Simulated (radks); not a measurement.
Results of a calculation; reference values are marked as such.
Neutral tin inside a hard spherical wall (all orbitals vanish at R), configuration held at [Kr] 4d10 5s2 5p2 and not refilled when levels cross. Level of theory: scalar-relativistic Kohn-Sham, PBEsol, spin-polarised, spherical densities, point nucleus; open shells are filled with parallel spins first (spin-orbit coupling, left out, can overturn this in heavy ions) (a radial shooting solver on a logarithmic mesh with Libxc functionals). Eigenvalues in eV for spin up, with the zero of energy where the potential of the charges vanishes at infinity; a dash marks a level that is unbound or too diffuse for the functional's potential to be trusted. A positive occupied level is held by the wall or, in an anion where self-interaction has pushed it up, behind a barrier. The pressure on the wall is -dE/dV.

R (bohr) = free: E (hartree) -6174.47705; kinetic (hartree) 6446.245; e(4p) -89.429; e(4d) -25.710; e(5s) -11.013; e(5p) -4.171; e(6s, empty) -; e(5d, empty) -; pressure (GPa) 0
R (bohr) = 20: E (hartree) -6174.47705; kinetic (hartree) 6446.245; e(4p) -89.429; e(4d) -25.710; e(5s) -11.013; e(5p) -4.171; e(6s, empty) -0.485; e(5d, empty) -; pressure (GPa) < 0.0001
R (bohr) = 12: E (hartree) -6174.47698; kinetic (hartree) 6446.246; e(4p) -89.421; e(4d) -25.702; e(5s) -11.007; e(5p) -4.165; e(6s, empty) -0.139; e(5d, empty) 1.187; pressure (GPa) 0.00114
R (bohr) = 7: E (hartree) -6174.46251; kinetic (hartree) 6446.341; e(4p) -88.798; e(4d) -25.090; e(5s) -10.547; e(5p) -3.620; e(6s, empty) 3.815; e(5d, empty) 3.843; pressure (GPa) 0.767
R (bohr) = 6: E (hartree) -6174.43221; kinetic (hartree) 6446.507; e(4p) -88.024; e(4d) -24.337; e(5s) -9.976; e(5p) -2.853; e(6s, empty) 7.502; e(5d, empty) 5.854; pressure (GPa) 3.35
R (bohr) = 5: E (hartree) -6174.33049; kinetic (hartree) 6446.993; e(4p) -86.323; e(4d) -22.698; e(5s) -8.599; e(5p) -0.925; e(6s, empty) 15.472; e(5d, empty) 9.973; pressure (GPa) 16.8
R (bohr) = 4: E (hartree) -6173.95045; kinetic (hartree) 6448.572; e(4p) -82.539; e(4d) -19.102; e(5s) -4.787; e(5p) 4.365; e(6s, empty) 34.636; e(5d, empty) 19.575; pressure (GPa) 104
R (bohr) = 2.5: E (hartree) -6168.99274; kinetic (hartree) 6466.790; e(4p) -61.424; e(4d) 1.390; e(5s) 29.871; e(5p) 47.836; e(6s, empty) 158.95; e(5d, empty) 81.352; pressure (GPa) 3870
